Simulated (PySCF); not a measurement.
**How methods differ on the excitation energy of F²⁺**

F²⁺ [He] 2s2 2p3 (4S) → F²⁺ [He] 2s1 2p4 (4P), as a difference of total energies. All numbers are calculated (PySCF 2.14, the spin-free X2C one-electron Hamiltonian (Gaussian nucleus), in x2c-QZVPPall (7s4p3d2f1g, 57 functions)). Correlated levels: valence: 1s2 frozen. The calculations carry no spin-orbit coupling.

```
           method  excitation energy (cm⁻¹)
              UHF                    152530
    MP2 (valence)                    152840
SCS-MP2 (valence)                    152890
   CCSD (valence)                    152540
CCSD(T) (valence)                    152500
```

A first-order spin-orbit estimate (lowest level to lowest level, LS coupling) adds -0.023 eV.
